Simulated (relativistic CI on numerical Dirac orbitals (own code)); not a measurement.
**Zr XII: q coefficients and field-shift factors**

Calculated at this level of theory: Dirac-Coulomb-Breit CI, KLI orbitals optimised for each configuration, derivatives by finite differences, unscaled Slater integrals, QED left out (own radial code, finite nucleus).

Configuration list (outside the closed core [Ar]): 3d10 4s, 3d10 4p, 3d10 4d, 3d10 4f, 3d10 5s, 3d10 5p, 3d10 5d, 3d9 4s2. Levels of other configurations are missing.

With x = (α/α₀)² − 1 an excitation energy changes as ω = ω₀ + qx; K = 2q/ω₀ is the relative enhancement. Terms are leading LS components, so labels can repeat. The field-shift factor is F = δν/δ⟨r²⟩ for the transition from the lowest level.

Lowest level 3d10 4s 2S_1/2.

| Level | ω₀ (cm⁻¹) | q (cm⁻¹) | K | F (GHz/fm²) |
| --- | --- | --- | --- | --- |
| 3d10 4p 2P°_1/2 | 205052 | 8128 | 0.0793 | -25.2 |
| 3d10 4p 2P°_3/2 | 227063 | 31250 | 0.275 | -25.4 |
| 3d10 4d 2D_3/2 | 554794 | 33420 | 0.12 | -24.9 |
| 3d10 4d 2D_5/2 | 558248 | 36890 | 0.132 | -24.9 |
| 3d10 5s 2S_1/2 | 862563 | 20500 | 0.0475 | -14.4 |
| 3d10 4f 2F°_7/2 | 872079 | 34610 | 0.0794 | -24 |
| 3d10 4f 2F°_5/2 | 872135 | 34670 | 0.0795 | -24 |
| 3d10 5p 2P°_1/2 | 949502 | 23350 | 0.0492 | -24.3 |
| 3d10 5p 2P°_3/2 | 958546 | 32820 | 0.0685 | -24.4 |
| 3d10 5d 2D_3/2 | 1099891 | 33740 | 0.0614 | -24.2 |
| 3d10 5d 2D_5/2 | 1101416 | 35270 | 0.064 | -24.2 |
| 3d9 4s2 2D_5/2 | 1280336 | -61440 | -0.096 | 32.5 |
| 3d9 4s2 2D_3/2 | 1300040 | -41930 | -0.0645 | 32.7 |

At this charge energies of transitions that change n are usually good to better than 1 %, and those within a shell (Δn = 0) to a few per cent.
